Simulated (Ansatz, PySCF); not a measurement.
This PySCF input computes a BLYP/def2-TZVPD energy:

```python
from pyscf import gto, scf, dft

mol = gto.M(
    atom='''
    Sn   -0.00150192   -0.01055833    1.00959853
    Br    1.07054344    1.79064646   -0.70090320
    Br   -1.06839784   -1.77556313   -0.74138041
    ''',
    basis='def2-tzvpd',
    ecp='def2-tzvp',
    charge=-1,
    spin=1,
    verbose=4,
)

mf = dft.UKS(mol, xc='blyp').density_fit(auxbasis='def2-universal-jkfit')
mf.grids.level = 3
mf.conv_tol = 1e-9
mf.max_cycle = 100
mf.max_memory = 1500
mf.kernel()
if not mf.converged:
    mf = mf.newton()
    mf.kernel(mf.make_rdm1())
for _ in range(2):
    mo, _, stable, _ = mf.stability(return_status=True)
    if stable:
        break
    mf.kernel(mf.make_rdm1(mo, mf.mo_occ))
mf.analyze()
```

Write an input for the same energy in Ansatz (a first-principles code) and say what it gives.


Ansatz 0.2 input:
```yaml
crystal:
  periodic: [false, false, false]
  atoms:
    - {symbol: Sn, position_ang: [-0.00150192, -0.01055833, 1.00959853]}
    - {symbol: Br, position_ang: [1.07054344, 1.79064646, -0.70090320]}
    - {symbol: Br, position_ang: [-1.06839784, -1.77556313, -0.74138041]}
basis:
  gaussian:
    orbitals: def2-TZVPD
hamiltonian:
  xc: {name: BLYP}
total_charge: -1
magnetization: {spin_polarized: true, initial_magnetization: 1}
output: {forces: true}
```
It gives -5362.80407 Eh, and PySCF -5362.80415 Eh, a difference of 0.08 mEh, from the treatment of integrals and grids.
